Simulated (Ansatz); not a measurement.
Coupled-cluster run, CH$_{7}$BFNSi.

```yaml
crystal:
  periodic: [false, false, false]
  atoms:
    - {symbol: B, position_ang: [0.452879, 1.138763, 0.518651]}
    - {symbol: Si, position_ang: [-0.925644, -0.241392, 1.004516]}
    - {symbol: F, position_ang: [-0.581841, -1.420054, 2.057244]}
    - {symbol: C, position_ang: [-0.357678, -0.790834, -0.748887]}
    - {symbol: N, position_ang: [0.891865, 0.043462, -0.651115]}
    - {symbol: H, position_ang: [1.396432, 1.475300, 1.184888]}
    - {symbol: H, position_ang: [-0.104262, 2.043771, -0.062274]}
    - {symbol: H, position_ang: [-2.399943, -0.056098, 1.113129]}
    - {symbol: H, position_ang: [-0.998138, -0.344165, -1.511502]}
    - {symbol: H, position_ang: [-0.147060, -1.824655, -1.026717]}
    - {symbol: H, position_ang: [1.660008, -0.523758, -0.307991]}
    - {symbol: H, position_ang: [1.190481, 0.444462, -1.536041]}
basis:
  gaussian: {orbitals: def2-TZVPP}
correlation: {method: ccsd_t}
```

```sh
$ ansatz run in.yaml --threads 4 --pin off --events-out ev --progress --plain --max-ram 10444MiB
```

The program prints (abridged):

```
Functional definition: HF
1550 factors; integrals over basis functions are off by at most 1.0e-3 eV
mean field evaluation 1: about -13862.7765 eV, gradient 3.9e1 eV
mean field evaluation 2: about -13863.0420 eV, gradient 3.9e1 eV
mean field evaluation 4: about -13866.6282 eV, gradient 4.3e0 eV
mean field evaluation 8: about -13866.6923 eV, gradient 2.3e-1 eV
mean field -13866.69254162 eV, -509.5915517228 hartree, gradient 5.5e-6 eV, S^2 0.000000; 0 other end points of the search recorded, 0 dependent functions left out
9 core orbitals not correlated: weight in the atoms' cores, before any rotation towards them, 1.000 or more for the frozen orbitals, at most 0.000 for the correlated occupied ones
reference -13866.69254162 eV, -509.5915517228 hartree; 15, 15 occupied and 240, 240 virtual orbitals, 1550 factors
second order -23.90664116 eV of doubles, -0.00000000 eV of singles
cycle   1  -24.41142778 eV  change   -5.0e-1 eV  update   1.0e-1
cycle   2  -24.97195968 eV  change   -5.6e-1 eV  update   2.9e-2
cycle   3  -25.08915013 eV  change   -1.2e-1 eV  update   1.4e-2
cycle   4  -25.08064695 eV  change    8.5e-3 eV  update   3.1e-3
cycle   5  -25.07959349 eV  change    1.1e-3 eV  update   1.2e-3
cycle   6  -25.08008337 eV  change   -4.9e-4 eV  update   3.5e-4
cycle   7  -25.07989761 eV  change    1.9e-4 eV  update   1.3e-4
cycle   8  -25.07982266 eV  change    7.5e-5 eV  update   4.1e-5
cycle   9  -25.07982915 eV  change   -6.5e-6 eV  update   1.7e-5
perturbative correction -0.91439860 eV, -0.0336035287 hartree
Total energy: -13892.68676937 eV, -510.5468219729 hartree
```

Hardware: 4 threads of an AMD EPYC 7R43 on a shared host. Wall time 2.1 min, peak host memory 6.6 GiB.

Correlation energy per correlated electron: -0.866 eV. T1 diagnostic: 0.0110.
